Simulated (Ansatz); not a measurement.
Input file for Ansatz (a program for electronic structure): R-B3LYP-D3(BJ)/def2-TZVP on CH4OSi (SMILES C[Si]O).

Ansatz 0.2 input:
```yaml
crystal:
  periodic: [false, false, false]
  atoms:
    - {symbol: C, position_ang: [-0.86934253, -0.00830536, 0.23692958]}
    - {symbol: Si, position_ang: [0.59816388, -1.18944379, -0.15700418]}
    - {symbol: O, position_ang: [1.89903555, -0.22631082, 0.01537841]}
    - {symbol: H, position_ang: [-1.82249074, -0.53297557, 0.23725343]}
    - {symbol: H, position_ang: [-0.94478062, 0.79203890, -0.50274287]}
    - {symbol: H, position_ang: [-0.75964740, 0.46232006, 1.21697469]}
    - {symbol: H, position_ang: [1.89906187, 0.70267660, 0.25806491]}
basis:
  gaussian:
    orbitals: def2-TZVP
hamiltonian:
  xc: b3lyp
  dispersion: d3bj
relax: {f_tol: 0.003, max_steps: 120}
scf: {lower_state_search: off}
```

It printed:

```
WARN ansatz: RAYON_NUM_THREADS=2 ignored (pool sized by the plan → 2); use --threads N
Functional definition: B3LYP
these checks for a lower state are left out or cut short: stability, starts, cluster_reference, orbital_swaps, neighbouring_geometries, increment
integrals: 0.04 GiB planned
768 factors; their error is unknown
mean field: 0.38 GiB planned
mean field evaluation 1: about -11017.6410 eV, gradient 7.8e1 eV
mean field evaluation 2: about -10996.0394 eV, gradient 1.2e2 eV
mean field evaluation 4: about -11029.0775 eV, gradient 8.4e0 eV
mean field evaluation 8: about -11029.2332 eV, gradient 4.3e-2 eV
mean field evaluation 16: about -11029.2558 eV, gradient 3.6e-3 eV
mean field -11029.25577902 eV, -405.3176739808 hartree, gradient 8.8e-6 eV, S^2 0.000000; 0 other end points of the search recorded, 0 dependent functions left out
the calculation of the forces begins
reference -11029.25600326 eV, -405.3176822218 hartree; 16, 16 occupied and 107, 107 virtual orbitals, 768 factors
relax step   1: F+E_penalty+E_count = -11029.46275084 eV  Δ(F+E_penalty+E_count) = +0.000e0 eV  max|allowed force component| = 8.099e-1 eV/Å  Δτ_max = 0.0000 Å  (16 SCF iters, accepted)
these checks for a lower state are left out or cut short: stability, starts, cluster_reference, orbital_swaps, neighbouring_geometries, increment
integrals: 0.04 GiB planned
768 factors; their error is unknown
mean field: 0.38 GiB planned
mean field -11029.26944181 eV, -405.3181760794 hartree, gradient 1.3e-6 eV, S^2 0.000000; 0 other end points of the search recorded, 0 dependent functions left out
the calculation of the forces begins
reference -11029.26966571 eV, -405.3181843074 hartree; 16, 16 occupied and 107, 107 virtual orbitals, 768 factors
relax step   2: F+E_penalty+E_count = -11029.47759335 eV  Δ(F+E_penalty+E_count) = -1.484e-2 eV  max|allowed force component| = 6.521e-1 eV/Å  Δτ_max = 0.0505 Å  (21 SCF iters, accepted)
these checks for a lower state are left out or cut short: stability, starts, cluster_reference, orbital_swaps, neighbouring_geometries, increment
integrals: 0.04 GiB planned
768 factors; their error is unknown
mean field: 0.38 GiB planned
mean field evaluation 32: about -11029.2786 eV, gradient 3.5e-3 eV
mean field -11029.27855673 eV, -405.3185110464 hartree, gradient 1.4e-6 eV, S^2 0.000000; 0 other end points of the search recorded, 0 dependent functions left out
the calculation of the forces begins
reference -11029.27878065 eV, -405.3185192751 hartree; 16, 16 occupied and 107, 107 virtual orbitals, 768 factors
relax step   3: F+E_penalty+E_count = -11029.48712129 eV  Δ(F+E_penalty+E_count) = -9.528e-3 eV  max|allowed force component| = 1.875e-1 eV/Å  Δτ_max = 0.0287 Å  (21 SCF iters, accepted)
these checks for a lower state are left out or cut short: stability, starts, cluster_reference, orbital_swaps, neighbouring_geometries, increment
integrals: 0.04 GiB planned
768 factors; their error is unknown
mean field: 0.38 GiB planned
mean field -11029.28222414 eV, -405.3186458212 hartree, gradient 1.4e-6 eV, S^2 0.000000; 0 other end points of the search recorded, 0 dependent functions left out
the calculation of the forces begins
reference -11029.28244760 eV, -405.3186540330 hartree; 16, 16 occupied and 107, 107 virtual orbitals, 768 factors
relax step   4: F+E_penalty+E_count = -11029.49157742 eV  Δ(F+E_penalty+E_count) = -4.456e-3 eV  max|allowed force component| = 1.454e-1 eV/Å  Δτ_max = 0.0501 Å  (21 SCF iters, accepted)
these checks for a lower state are left out or cut short: stability, starts, cluster_reference, orbital_swaps, neighbouring_geometries, increment
integrals: 0.04 GiB planned
768 factors; their error is unknown
mean field: 0.38 GiB planned
mean field -11029.28178890 eV, -405.3186298265 hartree, gradient 2.6e-6 eV, S^2 0.000000; 0 other end points of the search recorded, 0 dependent functions left out
the calculation of the forces begins
reference -11029.28201266 eV, -405.3186380495 hartree; 16, 16 occupied and 107, 107 virtual orbitals, 768 factors
relax step   5: F+E_penalty+E_count = -11029.49082390 eV  Δ(F+E_penalty+E_count) = +7.535e-4 eV  max|allowed force component| = 3.560e-1 eV/Å  Δτ_max = 0.0275 Å  (20 SCF iters, rejected (line search))
these checks for a lower state are left out or cut short: stability, starts, cluster_reference, orbital_swaps, neighbouring_geometries, increment
integrals: 0.04 GiB planned
768 factors; their error is unknown
mean field: 0.38 GiB planned
mean field -11029.28397650 eV, -405.3187102191 hartree, gradient 3.0e-6 eV, S^2 0.000000; 0 other end points of the search recorded, 0 dependent functions left out
the calculation of the forces begins
reference -11029.28420011 eV, -405.3187184367 hartree; 16, 16 occupied and 107, 107 virtual orbitals, 768 factors
relax step   6: F+E_penalty+E_count = -11029.49323832 eV  Δ(F+E_penalty+E_count) = -1.661e-3 eV  max|allowed force component| = 1.639e-2 eV/Å  Δτ_max = 0.0131 Å  (20 SCF iters, accepted)
these checks for a lower state are left out or cut short: stability, starts, cluster_reference, orbital_swaps, neighbouring_geometries, increment
integrals: 0.04 GiB planned
768 factors; their error is unknown
mean field: 0.38 GiB planned
mean field -11029.28403003 eV, -405.3187121865 hartree, gradient 1.4e-6 eV, S^2 0.000000; 0 other end points of the search recorded, 0 dependent functions left out
the calculation of the forces begins
reference -11029.28425367 eV, -405.3187204051 hartree; 16, 16 occupied and 107, 107 virtual orbitals, 768 factors
relax step   7: F+E_penalty+E_count = -11029.49329879 eV  Δ(F+E_penalty+E_count) = -6.047e-5 eV  max|allowed force component| = 5.116e-3 eV/Å  Δτ_max = 0.0083 Å  (21 SCF iters, accepted)
these checks for a lower state are left out or cut short: stability, starts, cluster_reference, orbital_swaps, neighbouring_geometries, increment
integrals: 0.04 GiB planned
768 factors; their error is unknown
mean field: 0.38 GiB planned
mean field evaluation 64: about -11029.2634 eV, gradient 7.1e-4 eV
mean field -11029.28405121 eV, -405.3187129646 hartree, gradient 1.4e-6 eV, S^2 0.000000; 0 other end points of the search recorded, 0 dependent functions left out
the calculation of the forces begins
reference -11029.28427488 eV, -405.3187211844 hartree; 16, 16 occupied and 107, 107 virtual orbitals, 768 factors
relax step   8: F+E_penalty+E_count = -11029.49331811 eV  Δ(F+E_penalty+E_count) = -1.931e-5 eV  max|allowed force component| = 1.536e-3 eV/Å  Δτ_max = 0.0055 Å  (21 SCF iters, accepted)
these checks for a lower state are left out or cut short: stability, starts, cluster_reference, orbital_swaps, neighbouring_geometries, increment
integrals: 0.04 GiB planned
768 factors; their error is unknown
mean field: 0.38 GiB planned
mean field -11029.28409849 eV, -405.3187147022 hartree, gradient 1.4e-6 eV, S^2 0.000000; 0 other end points of the search recorded, 0 dependent functions left out
the calculation of the forces begins
reference -11029.28432223 eV, -405.3187229245 hartree; 16, 16 occupied and 107, 107 virtual orbitals, 768 factors
relax step   9: F+E_penalty+E_count = -11029.49333859 eV  Δ(F+E_penalty+E_count) = -2.049e-5 eV  max|allowed force component| = 7.415e-3 eV/Å  Δτ_max = 0.0167 Å  (21 SCF iters, accepted)
these checks for a lower state are left out or cut short: stability, starts, cluster_reference, orbital_swaps, neighbouring_geometries, increment
integrals: 0.04 GiB planned
768 factors; their error is unknown
mean field: 0.38 GiB planned
mean field -11029.28408599 eV, -405.3187142428 hartree, gradient 1.4e-6 eV, S^2 0.000000; 0 other end points of the search recorded, 0 dependent functions left out
the calculation of the forces begins
reference -11029.28430972 eV, -405.3187224647 hartree; 16, 16 occupied and 107, 107 virtual orbitals, 768 factors
relax step  10: F+E_penalty+E_count = -11029.49334105 eV  Δ(F+E_penalty+E_count) = -2.458e-6 eV  max|allowed force component| = 2.692e-3 eV/Å  Δτ_max = 0.0037 Å  (22 SCF iters, accepted)
Total energy: -11029.49356478 eV, -405.3264124465 hartree
Atom 0 at    -0.845625    -0.016049     0.242441 Å, force    -0.000131    -0.001662    -0.000750 eV/Å
Atom 1 at     0.588990    -1.229975    -0.122300 Å, force    -0.000886     0.001002    -0.000923 eV/Å
Atom 2 at     1.894032    -0.209277     0.007020 Å, force    -0.002066     0.002452     0.002692 eV/Å
Atom 3 at    -1.823062    -0.501328     0.205302 Å, force     0.002544     0.001437     0.000340 eV/Å
Atom 4 at    -0.847070     0.804669    -0.485362 Å, force     0.000058    -0.001009     0.001714 eV/Å
Atom 5 at    -0.726456     0.429804     1.237550 Å, force    -0.000188     0.000109    -0.001110 eV/Å
Atom 6 at     1.759190     0.722157     0.220202 Å, force     0.000670    -0.002329    -0.001963 eV/Å
Dipole moment:    -0.234520     0.383504     0.100375 e Å
Checks for a lower state left out: stability, starts, cluster_reference, orbital_swaps, neighbouring_geometries, increment
```

The run converged.

Cost: roughly 20 core-seconds.
